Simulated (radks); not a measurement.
Values are calculated unless marked as measured or tabulated.
Question: Ionisation of neutral cerium, [Xe] 4f1 5d1 6s2, to [Xe] 4f1 5d2 as the strength of local exchange is varied. Level of theory: Dirac Kohn-Sham, Slater X-alpha exchange (alpha = 2/3 is LDA exchange), no correlation, spin-unpolarised, spherical densities, finite nucleus; open shells fill j = l - 1/2 first; Fermi nuclear charge, rms radius 4.8771 fm (a radial shooting solver on a logarithmic mesh with Libxc functionals).

| alpha | E(Ce) (hartree) | exchange (hartree) | IE (eV) | -e of the level emptied (eV) | <r> of it (bohr) |
|---|---|---|---|---|---|
| 0.667 | -8852.6904 | -197.8213 | 5.783 | 3.061 (6s1/2) | 4.426 |
| 0.687 | -8858.6240 | -203.8842 | 5.802 | 3.144 (6s1/2) | 4.401 |
| 0.868 | -8912.4964 | -259.0970 | 5.928 | 3.952 (6s1/2) | 4.184 |
| 0.888 | -8918.4683 | -265.2357 | 5.937 | 4.047 (6s1/2) | 4.161 |
| 1.009 | -8954.6791 | -302.5355 | 5.966 | 4.640 (6s1/2) | 4.029 |
| 1.021 | -8958.2778 | -306.2496 | 5.967 | 4.701 (6s1/2) | 4.017 |
| x | -8898.4775 | -244.7007 | 5.904 | 3.734 (6s1/2) | 4.238 |

Which alpha was used in the last row?

Answer: alpha = 0.821. NIST Atomic Spectra Database: 5.539 eV (measured). The central value is not met in this range of alpha. Spin polarisation and multiplet splitting are left out, so open shells lie too high by an amount that depends on their filling.

Beside tabulated values, note that spin-unpolarised runs miss the spin-polarisation part of the exchange energy of open shells.
